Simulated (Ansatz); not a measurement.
`[OH][Zr]12345678([OH])([C@H]9[C@@H]1[C@@H]2[C@@H]3[C@H]94)[C@H]1[C@@H]5[C@@H]6[C@@H]7[C@H]18` + H–F → `[OH][Zr]12345678([F])([C@H]9[C@@H]1[C@@H]2[C@@H]3[C@H]94)[C@H]1[C@@H]5[C@@H]6[C@@H]7[C@H]18` + H₂O  (ligand exchange at a Zr–O bond)

Computed with Ansatz on PBE0-D4/def2-TZVP structures; ΔE is electronic, products minus reactants. CCSD(T)/CBS is the MP2 limit (def2-TZVPP, def2-QZVPP) plus CCSD(T) − MP2 in def2-TZVPP, frozen cores. This one scheme is used for every species. DFT in def2-TZVPP. Elements past krypton have def2 core potentials. For Zr outer-core shells are correlated without core-valence functions, which leaves a few kJ/mol of doubt a bond. Each species was taken in one conformer, which may not be the lowest.

`[OH][Zr]12345678([OH])([C@H]9[C@@H]1[C@@H]2[C@@H]3[C@H]94)[C@H]1[C@@H]5[C@@H]6[C@@H]7[C@H]18`:

```xyz
25

O     2.310   -0.143   -0.443
Zr    0.320   -0.081   -0.412
O    -0.167   -0.398   -2.317
C     0.344    2.405   -1.003
C     1.045    2.297    0.211
C     0.143    1.866    1.201
C    -1.134    1.738    0.599
C    -1.008    2.071   -0.760
C    -0.902   -2.333   -0.394
C     0.412   -2.596    0.031
C     0.602   -1.968    1.283
C    -0.589   -1.302    1.619
C    -1.520   -1.519    0.572
H     2.814   -0.956   -0.482
H    -0.113    0.273   -2.996
H     0.771    2.688   -1.954
H     2.107    2.433    0.341
H     0.380    1.681    2.238
H    -2.045    1.440    1.097
H    -1.800    2.045   -1.494
H    -1.331   -2.629   -1.338
H     1.147   -3.173   -0.512
H     1.510   -1.971    1.867
H    -0.765   -0.730    2.518
H    -2.531   -1.139    0.529
```

H–F:

Cartesian coordinates in Å:
```
F 0.406 -0.058 -0.208
H -0.406 0.058 0.208
```

`[OH][Zr]12345678([F])([C@H]9[C@@H]1[C@@H]2[C@@H]3[C@H]94)[C@H]1[C@@H]5[C@@H]6[C@@H]7[C@H]18`:

Cartesian coordinates in Å:
```
O 1.352 1.435 -1.330
Zr 0.277 0.556 0.082
F 0.325 1.867 1.524
C 1.218 -1.780 -0.176
C 0.566 -1.758 1.083
C 1.278 -0.885 1.924
C 2.370 -0.367 1.192
C 2.342 -0.936 -0.094
C -2.153 1.332 0.238
C -1.727 1.647 -1.064
C -1.486 0.434 -1.751
C -1.749 -0.625 -0.866
C -2.149 -0.069 0.374
H 1.024 2.049 -1.986
H 0.921 -2.359 -1.038
H -0.320 -2.315 1.349
H 1.012 -0.617 2.935
H 3.079 0.365 1.548
H 3.015 -0.699 -0.903
H -2.368 2.042 1.022
H -1.601 2.643 -1.463
H -1.141 0.336 -2.770
H -1.664 -1.677 -1.093
H -2.422 -0.621 1.262
```

H₂O:

Cartesian coordinates in Å:
```
O 0.369 -0.123 0.006
H 0.040 0.751 0.227
H -0.410 -0.629 -0.234
```

| level | ΔE (kcal/mol) |
| --- | --- |
| LDA (SPW92) | -14.6 |
| B2PLYP | -15.6 |
| revPBE | -16.8 |
| MP2/CBS(def2) | -13.0 |

Task: What does CCSD(T)/CBS give? (Estimate.)

Result: Ansatz gave: -14.2 kcal/mol. The listed levels differ from it by -0.4, -1.4, -2.6, 1.2 kcal/mol.

Largest T1 diagnostic among the species: 0.013.

In def2-TZVPP, CCSD(T) changes the Hartree–Fock value by +3.7 kcal/mol (the triples alone add +0.6 kcal/mol) and MP2 by +5.0 kcal/mol. The D4 term adds +1.3 kcal/mol with B3LYP and +0.8 kcal/mol with PBE0; it sums over pairs of atoms, weighted by their polarisabilities, and B3LYP, whose exchange is more repulsive, gets the larger term. Leaving LDA and LC-ωPBE aside and taking each functional with its dispersion term where it has one, the values, not all of them listed here, spread over 2.0 kcal/mol, from B97M-V to PBE-QIDH. LDA lies +1.6 kcal/mol from PBE without D4.

B3LYP here is the variant with VWN-RPA as its local correlation; programs differ in this.

CCSD(T)/CBS has its own doubt, a few kJ/mol and more with outer-core shells, so smaller differences from it don't rank the levels.
